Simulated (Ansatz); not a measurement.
C$_{2}$H$_{3}$BO at its PBE0-D4/def2-TZVP geometry, where that method's forces vanish. Charge 0, multiplicity 1. The bonds changed during the relaxation, so this is another structure than the one it started from.

```csv
atom,x (Å),y (Å),z (Å)
B1,-1.111,0.667,-0.616
C2,0.004,0.491,0.195
C3,0.734,-0.772,0.278
O4,0.459,-1.780,-0.333
H5,-2.054,0.834,-1.295
H6,0.367,1.317,0.803
H7,1.601,-0.758,0.969
```

(1) For each bond, give half the difference of the two atoms' forces along it (eV/Å; positive pushes the atoms apart) under PBE-D4, r2SCAN-D4, B3LYP-D4, ωB97M-V in def2-TZVPP. (Estimate.)

## Answers

(1) Computed: 
```
 bond  length (Å)  PBE-D4  r2SCAN-D4  B3LYP-D4  ωB97M-V
B1–C2       1.390    0.09       0.04      0.02    -0.09
B1–H5       1.174   -0.03      -0.09     -0.15    -0.11
C2–C3       1.461   -0.14       0.00      0.06     0.20
C2–H6       1.088    0.11      -0.03     -0.06    -0.08
C3–O4       1.210    0.92       0.38      0.32     0.10
C3–H7       1.109   -0.06      -0.08     -0.16    -0.18
```

B3LYP here is the variant with VWN-RPA as its local correlation; programs differ in this.
